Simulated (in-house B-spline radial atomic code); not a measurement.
A run on B2+ that did not converge. Method: scalar-relativistic (X2C) SCAN, spin-polarised, spherical fractional occupations, Fermi nucleus of rms radius 2.406 fm; computed with an all-electron radial atomic-structure program (B-spline basis).

Command:
```bash
python run_scf.py task.json out
```
Settings (nuclear radius in fm, mass in u):
```
Z                5
configuration    [He] 2s1
hamiltonian      x2c
method           scan,scan
spin_polarised   True
nucleus          fermi
rms_radius       2.406
atomic_mass      11.00931
speed_of_light   137.035999084
```

First and last ten iterations of the last attempt (damped for 15 steps, keeping 80 % of the old Fock matrix, then DIIS):
```
 iter        energy (Eh)    residual
    1         -23.431845    1.58e-02
    2         -23.432590    6.22e-04
    3         -23.432591    5.03e-04
    4         -23.432591    4.07e-04
    5         -23.432592    3.29e-04
    6         -23.432592    2.66e-04
    7         -23.432592    2.16e-04
    8         -23.432592    1.75e-04
    9         -23.432592    1.42e-04
   10         -23.432592    1.15e-04
  111       50585.662193    1.99e+02
  112       76917.697707    1.98e+02
  113       63885.278908    1.99e+02
  114      126272.055425    1.97e+02
  115       61769.039559    1.97e+02
  116       61813.370419    1.97e+02
  117       62452.556569    1.97e+02
  118       62498.442099    1.97e+02
  119       62591.002545    1.97e+02
  120       62607.160947    1.97e+02
 not converged after 120 iterations
```

The smallest residual met was 2.8e-05; the threshold is about 1e-07. No energy from this run should be used. Cost of the run: 0.91 s on 1 thread of Arm Neoverse V2, with other jobs on the host.
